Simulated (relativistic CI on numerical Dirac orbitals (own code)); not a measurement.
Ni⁺: 3d valence photoemission

Computed with this model: Dirac-Coulomb-Breit CI, KLI orbitals optimised for each configuration, model QED, valence Slater integrals scaled by 0.9, multiplet model of photoemission in the sudden approximation; configurations [Ar] 3d9 → [Ar] 3d8; 300 K; Lorentzian 0.42 eV and Gaussian 0.5 eV FWHM. Energies are those of the free ion, without screening or charge transfer. The energies are binding energies and can lie tens of eV above those of solids. S is read from ⟨S²⟩ = S(S + 1).

Field parameters in Wybourne normalisation: Oh B⁴₀ = 21Dq, B⁴₄ = √(5/14) B⁴₀. The field is a parameter set, without covalency.

Peaks in eV (height, largest 100): 14.4 (63), 15.8 (100), 16.6 (92), 18.4 (85).

Question: Which surroundings give this spectrum?
A. free ion
B. Oh, 10Dq = 19100 cm⁻¹
C. Oh, 10Dq = 2400 cm⁻¹
D. Oh, 10Dq = 10750 cm⁻¹

Answer: D. Oh, 10Dq = 10750 cm⁻¹, where the ground state has S = 0.50.
